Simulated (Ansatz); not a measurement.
`C=CCCCCCCCCCC`. The state is a singlet with charge 0. Geometry r2SCAN-D4/def2-SVP; atoms count from 1.

| atom | x (Å) | y (Å) | z (Å) |
| --- | --- | --- | --- |
| C1 | 2.995 | 5.298 | 1.632 |
| C2 | 2.740 | 4.818 | 0.410 |
| C3 | 1.854 | 3.650 | 0.100 |
| C4 | 2.612 | 2.500 | -0.580 |
| C5 | 1.725 | 1.339 | -1.028 |
| C6 | 1.029 | 0.595 | 0.110 |
| C7 | 0.226 | -0.616 | -0.359 |
| C8 | -0.469 | -1.355 | 0.783 |
| C9 | -1.205 | -2.632 | 0.372 |
| C10 | -2.396 | -2.404 | -0.559 |
| C11 | -3.136 | -3.682 | -0.963 |
| C12 | -3.803 | -4.420 | 0.194 |
| H13 | 3.664 | 6.150 | 1.785 |
| H14 | 2.536 | 4.856 | 2.525 |
| H15 | 3.228 | 5.290 | -0.456 |
| H16 | 1.371 | 3.300 | 1.028 |
| H17 | 1.039 | 3.977 | -0.576 |
| H18 | 3.391 | 2.129 | 0.111 |
| H19 | 3.153 | 2.903 | -1.455 |
| H20 | 0.963 | 1.713 | -1.740 |
| H21 | 2.341 | 0.620 | -1.599 |
| H22 | 0.352 | 1.280 | 0.653 |
| H23 | 1.786 | 0.270 | 0.850 |
| H24 | -0.518 | -0.284 | -1.106 |
| H25 | 0.896 | -1.318 | -0.893 |
| H26 | -1.179 | -0.668 | 1.282 |
| H27 | 0.287 | -1.610 | 1.549 |
| H28 | -1.549 | -3.145 | 1.287 |
| H29 | -0.492 | -3.326 | -0.114 |
| H30 | -3.107 | -1.709 | -0.072 |
| H31 | -2.053 | -1.892 | -1.476 |
| H32 | -3.902 | -3.423 | -1.716 |
| H33 | -2.430 | -4.362 | -1.477 |
| H34 | -4.387 | -5.282 | -0.165 |
| H35 | -3.069 | -4.804 | 0.919 |
| H36 | -4.494 | -3.756 | 0.743 |

(1) Estimate the Mulliken populations of the heavy atoms from the PBE0/def2-TZVP orbitals of Ansatz.

(2) And the Mayer bond orders between heavy atoms (over 0.3)?

Answers

(1) 
```json
{"atom": "C1", "charge (e)": "-0.28"}
{"atom": "C2", "charge (e)": "-0.13"}
{"atom": "C3", "charge (e)": "-0.17"}
{"atom": "C4", "charge (e)": "-0.18"}
{"atom": "C5", "charge (e)": "-0.15"}
{"atom": "C6", "charge (e)": "-0.24"}
{"atom": "C7", "charge (e)": "-0.24"}
{"atom": "C8", "charge (e)": "-0.15"}
{"atom": "C9", "charge (e)": "-0.19"}
{"atom": "C10", "charge (e)": "-0.22"}
{"atom": "C11", "charge (e)": "-0.14"}
{"atom": "C12", "charge (e)": "-0.40"}
```
Mulliken values depend strongly on the basis.

(2) C1–C2 1.99 (1.34 Å); C2–C3 1.00 (1.50 Å); C3–C4 0.99 (1.54 Å); C4–C5 1.00 (1.53 Å); C5–C6 1.02 (1.53 Å); C6–C7 1.04 (1.53 Å); C7–C8 1.02 (1.53 Å); C8–C9 1.01 (1.53 Å); C9–C10 1.01 (1.53 Å); C10–C11 1.00 (1.53 Å); C11–C12 1.00 (1.53 Å).
